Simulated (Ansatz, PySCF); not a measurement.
C₃H₈OSi, SMILES C([SiH2]O)C=C. Atoms are numbered in the order given.

```xyz
13

Si     0.6693     0.4369     0.9525
O      2.0049    -0.0109     0.0581
C     -0.8371    -0.6139     0.5041
C     -0.9896    -0.6816    -0.9798
C     -1.8006     0.0784    -1.7219
H      1.0499     0.2394     2.3793
H      0.3150     1.8714     0.7066
H      1.9588     0.1822    -0.8830
H     -0.7035    -1.6199     0.9354
H     -1.7214    -0.1585     0.9814
H     -0.3327    -1.3967    -1.4920
H     -1.8233    -0.0098    -2.8109
H     -2.4773     0.8091    -1.2666
```

The structure is a stationary point at PBE0-D3(BJ)/def2-SVP. Other conformers were not sampled.

Two levels are set side by side: PBE-D3(BJ)/def2-SVP (Ansatz, an electronic-structure program) and PBE0-D3(BJ)/def2-SVP (Ansatz). Each level has its own optimised geometry; the coordinates shown are those of the second. Frequencies come from the Hessian of PySCF at each geometry. Differences are taken from unrounded values.

| quantity | PBE0-D3(BJ) |
|---|---|
| mean bond length (Å) | 1.319 |
| bond Si1–O2 (Å) | 1.669 |
| bond Si1–C3 (Å) | 1.891 |
| bond C3–C4 (Å) | 1.493 |
| bond C4–C5 (Å) | 1.336 |
| bond Si1–H6 (Å) | 1.490 |
| bond Si1–H7 (Å) | 1.498 |
| bond O2–H8 (Å) | 0.962 |
| bond C3–H9 (Å) | 1.103 |
| bond C3–H10 (Å) | 1.103 |
| bond C4–H11 (Å) | 1.098 |
| bond C5–H12 (Å) | 1.093 |
| bond C5–H13 (Å) | 1.095 |
| highest harmonic wavenumber (cm⁻¹) | 3929 |
| mean harmonic wavenumber (cm⁻¹) | 1353 |
| zero-point energy (kcal/mol) | 63.82 |

### Question
What does PBE-D3(BJ) give, and how far is it from PBE0-D3(BJ)? (An estimate is asked for; the answer gives what the named calculation found.)

### Answer

| quantity | PBE-D3(BJ) | PBE-D3(BJ) minus PBE0-D3(BJ) |
|---|---|---|
| mean bond length (Å) | 1.329 | 0.010 |
| bond Si1–O2 (Å) | 1.685 | 0.017 |
| bond Si1–C3 (Å) | 1.905 | 0.015 |
| bond C3–C4 (Å) | 1.499 | 0.006 |
| bond C4–C5 (Å) | 1.347 | 0.011 |
| bond Si1–H6 (Å) | 1.501 | 0.011 |
| bond Si1–H7 (Å) | 1.509 | 0.012 |
| bond O2–H8 (Å) | 0.973 | 0.012 |
| bond C3–H9 (Å) | 1.111 | 0.008 |
| bond C3–H10 (Å) | 1.111 | 0.008 |
| bond C4–H11 (Å) | 1.106 | 0.008 |
| bond C5–H12 (Å) | 1.101 | 0.008 |
| bond C5–H13 (Å) | 1.103 | 0.008 |
| highest harmonic wavenumber (cm⁻¹) | 3758 | -171 |
| mean harmonic wavenumber (cm⁻¹) | 1308 | -45 |
| zero-point energy (kcal/mol) | 61.70 | -2.12 |

GGA bonds tend to be longer and softer than those of functionals with exact exchange. Differences between two approximate levels are no errors against the true value.
